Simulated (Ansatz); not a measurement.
Rb₂F₃⁻ (the lowest singlet isomer of a short search). Total charge -1; singlet. Geometry PBE0-D4/def2-SVPD, basis def2-TZVPD, Ansatz.

```csv
atom,x (Å),y (Å),z (Å)
Rb1,-1.056,2.386,-0.638
Rb2,0.421,-0.973,0.260
F3,-1.375,0.900,1.332
F4,0.550,0.901,-1.820
F5,1.460,-3.215,0.865
```

```json
{"run": "A", "HOMO (eV)": "-3.70", "LUMO (eV)": "1.77"}
{"run": "B", "HOMO (eV)": "-2.07", "LUMO (eV)": "1.60"}
{"run": "C", "HOMO (eV)": "-4.95", "LUMO (eV)": "2.02"}
{"run": "D", "HOMO (eV)": "-0.35", "LUMO (eV)": "1.25"}
{"run": "E", "HOMO (eV)": "-1.85", "LUMO (eV)": "1.42"}
{"run": "F", "HOMO (eV)": "-0.60", "LUMO (eV)": "1.31"}
```

In the def2 sets Rb takes a core potential; there is no spin–orbit coupling. LC-ωPBE has ω = 0.4 bohr⁻¹. B3LYP takes the VWN-RPA correlation. The structure comes from a short search, and lower isomers may exist.

**Question.** The runs used B3LYP, CAM-B3LYP, LC-ωPBE, LDA (SPW92), PBE, PBE0. Estimate which is which.

**Answer.** A CAM-B3LYP (range-separated); B PBE0 (25 % exact exchange); C LC-ωPBE (range-separated); D PBE (0 % exact exchange); E B3LYP (20 % exact exchange); F LDA (SPW92) (0 % exact exchange). Exact exchange lowers occupied and raises empty levels; among semilocal functionals meta-GGAs tend to open the gap a little, and such runs are hard to tell apart. The gap grows from 1.60 eV (PBE) to 6.97 eV (LC-ωPBE).
